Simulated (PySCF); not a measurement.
Cl₄Se (SMILES Cl[Se](Cl)(Cl)Cl), singlet, geometry from GFN2-xTB; CAMB3LYP/def2-SVP, polarisability in PySCF.

PySCF was given this input:
```python
from pyscf import gto, scf, dft
from pyscf.prop import polarizability

mol = gto.Mole()
mol.atom = '''
    Se   -0.00502057    0.00221292    0.44296811
    Cl    1.06308887   -1.32328188   -0.82373569
    Cl    1.81273170    1.45362307    0.41264280
    Cl   -1.04399652    1.31486652   -0.86079653
    Cl   -1.82178292   -1.44963356    0.38595319
'''
mol.basis = 'def2-svp'
mol.verbose = 4
mol.build()

mf = dft.RKS(mol)
mf.xc = 'camb3lyp'
mf.kernel()
alpha = mf.Polarizability().polarizability()[2, 2]
print('alpha_zz =', alpha)
```

The log (banner, timings and long lists left out):

```
site-packages/pyscf/prop/efg/rhf.py:45: UserWarning: Module EFG is under testing
  warnings.warn('Module EFG is under testing')
site-packages/pyscf/prop/efg/dhf.py:30: UserWarning: Module EFG is under testing
  warnings.warn('Module EFG is under testing')
site-packages/pyscf/prop/zfs/uhf.py:40: UserWarning: Module ZFS is under testing
  warnings.warn('Module ZFS is under testing')
site-packages/pyscf/prop/gtensor/uhf.py:43: UserWarning: Module g-tensor is under testing
  warnings.warn('Module g-tensor is under testing')
site-packages/pyscf/prop/gtensor/uks.py:41: UserWarning: Module g-tensor is under testing
  warnings.warn('Module g-tensor is under testing')
site-packages/pyscf/prop/hfc/uks.py:35: UserWarning: Module HFC is under testing
  warnings.warn('Module HFC is under testing')
site-packages/pyscf/prop/magnetizability/rhf.py:39: UserWarning: Module magnetizability is under testing
  warnings.warn('Module magnetizability is under testing')
site-packages/pyscf/prop/magnetizability/uhf.py:37: UserWarning: Module magnetizability is under testing
  warnings.warn('Module magnetizability is under testing')
site-packages/pyscf/prop/magnetizability/rks.py:37: UserWarning: Module magnetizability is under testing
  warnings.warn('Module magnetizability is under testing')
site-packages/pyscf/prop/magnetizability/uks.py:39: UserWarning: Module magnetizability is under testing
  warnings.warn('Module magnetizability is under testing')
site-packages/pyscf/prop/polarizability/uhf.py:34: UserWarning: Module polarizability is under testing
  warnings.warn('Module polarizability is under testing')
site-packages/pyscf/prop/polarizability/rks.py:29: UserWarning: Module polarizability is under testing
  warnings.warn('Module polarizability is under testing')
site-packages/pyscf/prop/polarizability/uks.py:29: UserWarning: Module polarizability is under testing
  warnings.warn('Module polarizability is under testing')
PySCF version 2.14.0

[INPUT] verbose = 4
[INPUT] num. atoms = 5
[INPUT] num. electrons = 102
[INPUT] charge = 0
[INPUT] spin (= nelec alpha-beta = 2S) = 0
[INPUT] symmetry False subgroup None
[INPUT] Mole.unit = angstrom
[INPUT] Symbol           X                Y                Z      unit          X                Y                Z       unit  Magmom
[INPUT]  1 Se    -0.005020570000   0.002212920000   0.442968110000 AA   -0.009487502289   0.004181812736   0.837088409816 Bohr   0.0
[INPUT]  2 Cl     1.063088870000  -1.323281880000  -0.823735690000 AA    2.008946810373  -2.500640338800  -1.556634853130 Bohr   0.0
[INPUT]  3 Cl     1.812731700000   1.453623070000   0.412642800000 AA    3.425566450317   2.746949490649   0.779781879274 Bohr   0.0
[INPUT]  4 Cl    -1.043996520000   1.314866520000  -0.860796530000 AA   -1.972867497799   2.484737613160  -1.626669690676 Bohr   0.0
[INPUT]  5 Cl    -1.821782920000  -1.449633560000   0.385953190000 AA   -3.442670777210  -2.739410409378   0.729345826002 Bohr   0.0

nuclear repulsion = 824.81784320522
number of shells = 44
number of NR pGTOs = 218
number of NR cGTOs = 104
basis = def2-svp
ecp = {}

******** <class 'pyscf.dft.rks.RKS'> ********
method = RKS
initial guess = minao
damping factor = 0
level_shift factor = 0
DIIS = <class 'pyscf.scf.diis.CDIIS'>
diis_start_cycle = 1
diis_space = 8
diis_damp = 0
SCF conv_tol = 1e-09
SCF conv_tol_grad = None
SCF max_cycles = 50
direct_scf = True
direct_scf_tol = 1e-13
XC library pyscf.dft.libxc version 7.1.2
    S. Lehtola, C. Steigemann, M. J. T. Oliveira, and M. A. L. Marques,  SoftwareX 7, 1–5 (2018)
XC functionals = camb3lyp
    T. Yanai, D. P. Tew, and N. C. Handy,  Chem. Phys. Lett. 393, 51 (2004)
radial grids:
    Treutler-Ahlrichs [JCP 102, 346 (1995); DOI:10.1063/1.469408] (M4) radial grids

becke partition: Becke, JCP 88, 2547 (1988); DOI:10.1063/1.454033
pruning grids: <function nwchem_prune>
grids dens level: 3
symmetrized grids: False
atomic radii adjust function: <function treutler_atomic_radii_adjust>
small_rho_cutoff = 0
Set gradient conv threshold to 3.16228e-05
Initial guess from minao.
tot grids = 95944
init E= -4241.19033370029
  HOMO = -0.333125709845481  LUMO = -0.110449999159927  gap/eV = 6.05931
cycle= 1 E= -4241.40918167712  delta_E= -0.219  |g|= 0.825  |ddm|=  2.7
  HOMO = -0.332221799761958  LUMO = -0.202366771993818  gap/eV = 3.53354
cycle= 2 E= -4241.21405483649  delta_E= 0.195  |g|= 1.28  |ddm|= 2.43
  HOMO = -0.336579062842272  LUMO = -0.102393589816353  gap/eV = 6.37251
cycle= 3 E= -4241.60619772572  delta_E= -0.392  |g|= 0.0423  |ddm|= 1.37
  HOMO = -0.343797614358331  LUMO = -0.0930538740032625  gap/eV = 6.82308
cycle= 4 E= -4241.60679100782  delta_E= -0.000593  |g|= 0.0184  |ddm|= 0.0887
  HOMO = -0.34135825556915  LUMO = -0.092789285038303  gap/eV = 6.76391
cycle= 5 E= -4241.60688922058  delta_E= -9.82e-05  |g|= 0.00379  |ddm|= 0.0308
  HOMO = -0.341532204096278  LUMO = -0.0923222426459573  gap/eV = 6.78135
cycle= 6 E= -4241.6069081403  delta_E= -1.89e-05  |g|= 0.0018  |ddm|= 0.0193
  HOMO = -0.341500740278382  LUMO = -0.0924787236982292  gap/eV = 6.77623
cycle= 7 E= -4241.60691232675  delta_E= -4.19e-06  |g|= 0.000414  |ddm|= 0.0105
  HOMO = -0.341546508337208  LUMO = -0.0924811992288137  gap/eV = 6.77741
cycle= 8 E= -4241.60691267655  delta_E= -3.5e-07  |g|= 0.000178  |ddm|= 0.00352
  HOMO = -0.341524483385138  LUMO = -0.0924653487546601  gap/eV = 6.77724
cycle= 9 E= -4241.60691270281  delta_E= -2.63e-08  |g|= 4.16e-05  |ddm|= 0.000793
  HOMO = -0.341528844139927  LUMO = -0.0924651583799161  gap/eV = 6.77737
cycle= 10 E= -4241.60691270507  delta_E= -2.25e-09  |g|= 1.16e-05  |ddm|= 0.000249
  HOMO = -0.34152977911304  LUMO = -0.0924648861608373  gap/eV = 6.77740
cycle= 11 E= -4241.60691270523  delta_E= -1.63e-10  |g|= 4.09e-06  |ddm|= 5.6e-05
  HOMO = -0.341530062252791  LUMO = -0.0924643825749181  gap/eV = 6.77742
Extra cycle  E= -4241.60691270524  delta_E= -1e-11  |g|= 3.69e-06  |ddm|= 1.48e-05
converged SCF energy = -4241.60691270524
Isotropic polarizability 70.6150022852
Polarizability anisotropy 41.2695251638
alpha_zz = 43.544185992712
```
